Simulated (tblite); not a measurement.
Compound: C₆H₉NOSe.
Numbering: `[CH3:1][O:2][C@@H:3]1[CH2:4][C@@H:5]([C:6]#[N:7])[CH2:8][Se:9]1` (hydrogens: H10, H11, H12 on C1; H13 on C3; H14, H15 on C4; H16 on C5; H17, H18 on C8)

Computed with GFN2-xTB (tblite), gas phase: L-BFGS steps from a force-field or distance-geometry start until the largest atomic force falls under 0.01 eV/Å.

At the end of the run (lengths in Å): C3–Se9 2.030, C5–H16 1.096, C3–C4 1.519, C1–H10 1.096, O2–C3 1.379, C3–H13 1.098, C5–C8 1.527, C5–C8–Se9 106.2°, C1–O2–C3 114.1°, C3–Se9–C8 88.6°, C4–C3–Se9 104.1°, C1–O2–C3–C4 -171°, O2–C3–C4–C5 -74°, C3–C4–C5–C6 -179°, H13–C3–O2–C1 -45°, H17–C8–Se9–C3 107°.

Task: These geometries were met on the way; a selection of coordinates is given. Order them by energy above the end point, lowest first.
A. C3–Se9 2.030, C5–H16 1.102, C3–C4 1.522, C1–H10 1.100, O2–C3 1.393, C3–H13 1.094, C5–C8 1.529, C5–C8–Se9 103.0°, C1–O2–C3 112.9°, C3–Se9–C8 88.1°, C4–C3–Se9 104.4°, C1–O2–C3–C4 -122°, O2–C3–C4–C5 -80°, C3–C4–C5–C6 171°, H13–C3–O2–C1 2°, H17–C8–Se9–C3 95°
B. C3–Se9 1.967, C5–H16 1.131, C3–C4 1.548, C1–H10 1.122, O2–C3 1.362, C3–H13 1.079, C5–C8 1.507, C5–C8–Se9 97.0°, C1–O2–C3 107.2°, C3–Se9–C8 94.6°, C4–C3–Se9 99.1°, C1–O2–C3–C4 -128°, O2–C3–C4–C5 -77°, C3–C4–C5–C6 165°, H13–C3–O2–C1 -1°, H17–C8–Se9–C3 87°
C. C3–Se9 2.024, C5–H16 1.097, C3–C4 1.525, C1–H10 1.095, O2–C3 1.392, C3–H13 1.096, C5–C8 1.528, C5–C8–Se9 104.4°, C1–O2–C3 116.4°, C3–Se9–C8 88.9°, C4–C3–Se9 105.2°, C1–O2–C3–C4 -125°, O2–C3–C4–C5 -78°, C3–C4–C5–C6 179°, H13–C3–O2–C1 1°, H17–C8–Se9–C3 101°
D. C3–Se9 2.031, C5–H16 1.095, C3–C4 1.520, C1–H10 1.097, O2–C3 1.383, C3–H13 1.094, C5–C8 1.528, C5–C8–Se9 106.5°, C1–O2–C3 115.0°, C3–Se9–C8 88.9°, C4–C3–Se9 103.3°, C1–O2–C3–C4 -145°, O2–C3–C4–C5 -72°, C3–C4–C5–C6 -178°, H13–C3–O2–C1 -19°, H17–C8–Se9–C3 114°
E. C3–Se9 2.003, C5–H16 1.088, C3–C4 1.500, C1–H10 1.087, O2–C3 1.402, C3–H13 1.105, C5–C8 1.517, C5–C8–Se9 99.1°, C1–O2–C3 110.4°, C3–Se9–C8 90.1°, C4–C3–Se9 102.6°, C1–O2–C3–C4 -125°, O2–C3–C4–C5 -78°, C3–C4–C5–C6 168°, H13–C3–O2–C1 2°, H17–C8–Se9–C3 90°

Result: D (0.086 eV), C (0.143 eV), A (0.232 eV), E (0.383 eV), B (0.628 eV).

```
step  E above end (eV)  rms distance from the end, all atoms (Å)  largest force (eV/Å)  rms shift of all bonds from the end (Å)
  51             0.086                                     0.267                 0.262                                    0.003
  27             0.143                                     0.427                 0.123                                    0.004
   9             0.232                                     0.496                 0.294                                    0.004
   2             0.383                                     0.510                 2.190                                    0.012
   0             0.628                                     0.513                 2.479                                    0.022
```

Rows stand in the order of the answer.
